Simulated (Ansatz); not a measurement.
The cluster Sn₃Se₂, relaxed as a singlet with RKS PBE0-D4/def2-SVP in Ansatz, starting from the GFN2-xTB geometry. Force threshold 0.02 eV/Å.

In the def2 sets Sn takes a core potential; there is no spin–orbit coupling. The restricted singlet is unstable towards broken spin symmetry in Hartree–Fock (as tested in another run); at PBE0-D4/def2-SVP this wasn't settled. Another isomer (singlet) lies 1.00 eV lower at PBE0-D4/def2-TZVP; other spin states weren't run for this one.

Start:

```xyz
5

Sn    2.1215    0.2170    0.1367
Sn   -0.7239   -0.3812    1.2499
Sn   -0.4072    1.9418   -0.8013
Se   -2.1682    0.2514   -0.9158
Se    1.1778   -2.0291    0.3305
```

| step | energy (eV) | largest force component (eV/Å) | SCF passes |
| --- | --- | --- | --- |
| 1 | -148167.9055 | 0.640 | 18 |
| 2 (rejected) | -148167.8093 | 0.926 | 24 |
| 3 | -148167.9632 | 0.153 | 23 |
| 4 | -148167.9651 | 0.054 | 26 |
| 5 | -148167.9656 | 0.018 | 25 |

Force components are those of the run's own axes.

End:

Cartesian coordinates in Å:
```
Sn 2.157 0.236 0.122
Sn -0.763 -0.411 1.298
Sn -0.393 1.974 -0.823
Se -2.175 0.241 -0.922
Se 1.173 -2.040 0.325
```

By distances, no bond broke or formed. The bond that changes most is Sn3–Se4, from 2.44 to 2.49 Å (atoms count from 1).

No frequencies were taken in this run, so the end may be a saddle point.

Run time 18 s (4 threads of Arm Neoverse V2 on a shared host).
